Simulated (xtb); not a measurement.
C4H5NSi, SMILES C#C[SiH](N)C#C. All values are semi-empirical tight-binding results from xtb (GFN2-xTB unless named), good for trends rather than for accurate numbers. Geometry optimised at GFN2-xTB. This is a generated structure with no PubChem entry under its InChIKey; it may be hypothetical. Other conformers were not sampled.

| Quantity | Result |
|---|---|
| orbital gap | 4.76 eV |
| dipole moment | 1.19 D |
| zero-point energy | 44.3 kcal/mol |
| G − E(el) at 298.15 K (modified RRHO) | 23.7 kcal/mol |
| static polarisability (D4 model) | 77.2 bohr³ |
| solvation energy, GFN2-xTB/ALPB(water) | -3.0 kcal/mol |
| solvation energy, GFN2-xTB/ALPB(toluene) | -4.5 kcal/mol |
